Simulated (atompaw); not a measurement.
# Which change was made? (O, PAW (atompaw))

* Element: O
* Generator: atompaw 4.2.0.5
* Type: PAW
* Functional: LDA (PW92)
* Relativity: scalar-relativistic
* Frozen core: [He]
* Valence charge: 6
* Reference configuration: 2s2 2p4
* Partial waves: 2s (bound); 2s channel at -0.95 Ry; 2p (bound); 2p channel at 1.5 Ry
* Local potential: troulliermartins scheme with l = 2 at 0 Ry, radius 1.35 bohr
* Core correction: smooth core density matched at 1.30 bohr
* Augmentation charge: sinc compensation charge, radius 1.20 bohr; PAW radius 1.60 bohr; waves and projectors: bloechl

Cutoffs, loose and tight: the cutoffs (Ry, on a coarse ladder) from which the occupation-weighted sum of valence levels, in a spherical-Bessel basis at the reference potential, stays within 10 and 1 mRy of its value at 400 Ry. They see the waves, projectors and local potential, not the compensation charge or the core.

The base gives: outcome: generated; cutoff, loose: 50 Ry; cutoff, tight: 70 Ry; bound ghosts: none.

Problem. After one change the result is: outcome: generated; cutoff, loose: 40 Ry; cutoff, tight: 50 Ry; bound ghosts: none. Which change was it?
A. local potential troulliermartins scheme with l = 2 at 0 Ry, radius 1.56 bohr
B. all radii scaled by about 0.88 (s 0.88, p 1.40 bohr); local potential troulliermartins scheme with l = 2 at 0 Ry, radius 1.18 bohr; augmentation sinc compensation charge, radius 1.06 bohr; PAW radius 1.40 bohr; waves and projectors: bloechl; core correction smooth core density matched at 1.14 bohr
C. waves 2s (bound): rc 1.00 bohr; 2s channel at -0.95 Ry: rc 1.60 bohr; 2p (bound): rc 1.60 bohr; 2p channel at 1.5 Ry: rc 1.60 bohr; augmentation sinc compensation charge, radius 1.20 bohr; PAW radius 1.60 bohr; waves and projectors: custom rrkj gramschmidtortho

Solution. A. The others give: waves 2s (bound): rc 1.00 bohr; 2s channel at -0.95 Ry: rc 1.60 bohr; 2p (bound): rc 1.60 bohr; 2p channel at 1.5 Ry: rc 1.60 bohr; augmentation sinc compensation charge, radius 1.20 bohr; PAW radius 1.60 bohr; waves and projectors: custom rrkj gramschmidtortho → outcome: generated; cutoff, loose: 30 Ry; cutoff, tight: 50 Ry; bound ghosts: none | all radii scaled by about 0.88 (s 0.88, p 1.40 bohr); local potential troulliermartins scheme with l = 2 at 0 Ry, radius 1.18 bohr; augmentation sinc compensation charge, radius 1.06 bohr; PAW radius 1.40 bohr; waves and projectors: bloechl; core correction smooth core density matched at 1.14 bohr → outcome: generated; cutoff, loose: 70 Ry; cutoff, tight: 80 Ry; bound ghosts: none.
